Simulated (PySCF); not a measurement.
C5H10OS (charge -1 and doublet state).
Cartesian coordinates in Å at the GFN2-xTB level; atoms count from 1:
```
atom  x, y, z in Å
C1    -2.4644   -0.6941    0.0228
C2    -0.9844   -0.5288    0.3363
C3    -0.5813    0.9475    0.4306
O4     0.7592    1.1219    0.7904
C5     1.7255    0.8605   -0.2261
C6     2.7366   -0.1645    0.2010
S7     1.3651    1.0711   -1.8719
H8    -2.6989   -0.2271   -0.9315
H9    -2.7332   -1.7489   -0.0325
H10   -3.0739   -0.2225    0.7938
H11   -0.7392   -1.0257    1.2801
H12   -0.3836   -0.9840   -0.4533
H13   -1.1748    1.4551    1.2036
H14   -0.7674    1.4302   -0.5407
H15    2.3005   -1.1678    0.3456
H16    3.1966    0.1275    1.1515
H17    3.5106   -0.2385   -0.5611
```

The hyperfine couplings belong to this conformer and change with its torsions.

As a line formula: `CCCO[C](C)[S-]` [radical] (charge -1).

Method: UKS B3LYP, pcH-1 on C H O S, non-relativistic, mean-field spin-orbit, GIAO in PySCF. Whether the extra electron is bound in the gas phase wasn't checked; a finite basis holds it in any case. Couplings are sensitive to structure, and on GFN2-xTB geometries they can be far from those on DFT ones, by a factor of two or more for some ions and for spin on atoms past the first row. Stability of the SCF solution: not tested.

(1) What is the g tensor, term by term?

(2) At 9.407 GHz, how far is the centre of the isotropic spectrum from where a free electron (g = 2.002319) resonates?

(3) What are the electron Larmor frequencies g μB B/h along the three axes at 340 mT?

(4) In a frozen sample, at which fields do the three g values resonate at 9.5, 34, 94 and 263 GHz (hyperfine left aside), and which band first spreads them over more than twice a line width of 1.0 mT?

## Answers

(1) 
```csv
Δg (ppt),1,2,3
relativistic mass correction,-0.19,-0.19,-0.19
gauge correction,0.00,0.01,0.01
orbital Zeeman/spin–orbit,-0.51,4.88,6.91
total,-0.69,4.70,6.73
```

So g = 2.00163, 2.00702, 2.00905 and g_iso = 2.00590; the tensor is rhombic: the two nearest values differ by 27 % of g3 − g1. Axes: g3 points within 13° of the O4–C5 bond.

(2) B = hν/(g μB) with μB/h = 13.99624 MHz/mT gives 335.67 mT for the free electron and 335.07 mT at g_iso, 0.60 mT lower.

(3) 9.5252, 9.5509, 9.5605 GHz for g1, g2 and g3, a range of 35.3 MHz.

(4) 
```json
{"band": "X", "GHz": "9.5", "B(g3) mT": "337.85", "B(g2) mT": "338.19", "B(g1) mT": "339.10", "spread mT": "1.25"}
{"band": "Q", "GHz": "34.0", "B(g3) mT": "1209.14", "B(g2) mT": "1210.36", "B(g1) mT": "1213.63", "spread mT": "4.48"}
{"band": "W", "GHz": "94.0", "B(g3) mT": "3342.92", "B(g2) mT": "3346.30", "B(g1) mT": "3355.32", "spread mT": "12.40"}
{"band": "J", "GHz": "263.0", "B(g3) mT": "9353.06", "B(g2) mT": "9362.52", "B(g1) mT": "9387.75", "spread mT": "34.69"}
```

The spread grows in proportion to the frequency. Q band is the first where it exceeds 2.0 mT.

The largest Mulliken spin populations are on C5 (+0.68), S7 (+0.24) and H15 (+0.08). The angles at C5 add up to 354.1°, so it is nearly planar.

The HOMO–LUMO gaps are 2.79 eV among the α and 4.73 eV among the β orbitals.
